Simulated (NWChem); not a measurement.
Molecule: Si$_{4}$H$_{9}$, doublet; SMILES [SiH3][Si]([SiH3])[SiH3]

```xyz
13

Si    -0.6261     2.1984     0.0883
Si     0.0000     0.0000    -0.3845
Si     2.2169    -0.5570     0.0883
Si    -1.5909    -1.6414     0.0883
H      0.3699     3.1422    -0.5063
H     -0.6931     2.4495     1.5638
H     -1.9736     2.4734    -0.4991
H      3.1288     0.4725    -0.4991
H      2.5363    -1.8915    -0.5063
H      2.4679    -0.6245     1.5638
H     -1.7748    -1.8250     1.5638
H     -1.1552    -2.9458    -0.4991
H     -2.9062    -1.2508    -0.5063
```
Atoms are numbered in this order, from 1.

Computed with NWChem. Spin-unrestricted. In the optimisation the excess spin sits in a (C3, its own frame). Structure relaxed at the PBE0/def2-SVP, spin-unrestricted level. No stability test was run on the SCF state. Total energies compare along this basis series because the functional is fixed.

```json
[
 {"level": "B3LYP/pcseg-1", "basis functions": "117", "energy (Ha)": "-1163.3785", "highest occupied level (eV)": "-5.76", "lowest empty minus highest occupied level, either spin (eV)": "2.56", "dipole (D)": "0.13", "<S²>": "0.753", "relative time": "3"},
 {"level": "B3LYP/aug-pcseg-1", "basis functions": "189", "energy (Ha)": "-1163.3818", "highest occupied level (eV)": "-5.79", "lowest empty minus highest occupied level, either spin (eV)": "2.56", "dipole (D)": "0.03", "<S²>": "0.753", "relative time": "5"},
 {"level": "B3LYP/pcseg-2", "basis functions": "262", "energy (Ha)": "-1163.4872", "highest occupied level (eV)": "-5.83", "lowest empty minus highest occupied level, either spin (eV)": "2.54", "dipole (D)": "0.03", "<S²>": "0.754", "relative time": "9"},
 {"level": "B3LYP/STO-3G", "basis functions": "45", "energy (Ha)": "-1149.9345", "highest occupied level (eV)": "-2.26", "lowest empty minus highest occupied level, either spin (eV)": "3.55", "dipole (D)": "0.28", "<S²>": "0.752", "relative time": "1"},
 {"level": "B3LYP/def2-SVP", "basis functions": "117", "energy (Ha)": "-1163.0487", "highest occupied level (eV)": "-5.78", "lowest empty minus highest occupied level, either spin (eV)": "2.58", "dipole (D)": "0.04", "<S²>": "0.753", "relative time": "3"}
]
```

Times are rough ratios from one shared machine.
